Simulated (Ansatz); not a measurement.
Diatomic TeH, multiplicity 2 (the spin of the measured ground state). No spin–orbit coupling.

Seven points along R, fitted to fifth degree in 1/R; most abundant isotopes. In def2 and cc sets the state is the lowest found near the PBE0 minimum, followed along R.

Run with Ansatz (a quantum-chemistry and plane-wave program) with Gaussian orbitals. Values without a source in brackets are computed. In def2 rows elements past Kr take small-core potentials, without spin–orbit coupling.

Energies at PBE0/def2-TZVPP:

```json
[
 {"R (Å)": "1.542937", "E (hartree)": "-268.59811825"},
 {"R (Å)": "1.584414", "E (hartree)": "-268.60118884"},
 {"R (Å)": "1.622572", "E (hartree)": "-268.60269643"},
 {"R (Å)": "1.665708", "E (hartree)": "-268.60312264"},
 {"R (Å)": "1.708844", "E (hartree)": "-268.60241446"},
 {"R (Å)": "1.758616", "E (hartree)": "-268.60044306"},
 {"R (Å)": "1.816684", "E (hartree)": "-268.59689925"}
]
```

Task: With a reduced mass of 1.0001 u, find the minimum, the force constant and the constants.

Result: A fifth-degree polynomial in 1/R puts the minimum at r_e = 1.6591 Å with force constant 273 N/m. Then ω_e = (1/2πc)√(k/μ) = 2152 cm⁻¹ and B_e = h/(8π²cμr_e²) = 6.124 cm⁻¹; the cubic and quartic terms give α_e = 0.15 and ω_e x_e = 31 cm⁻¹.
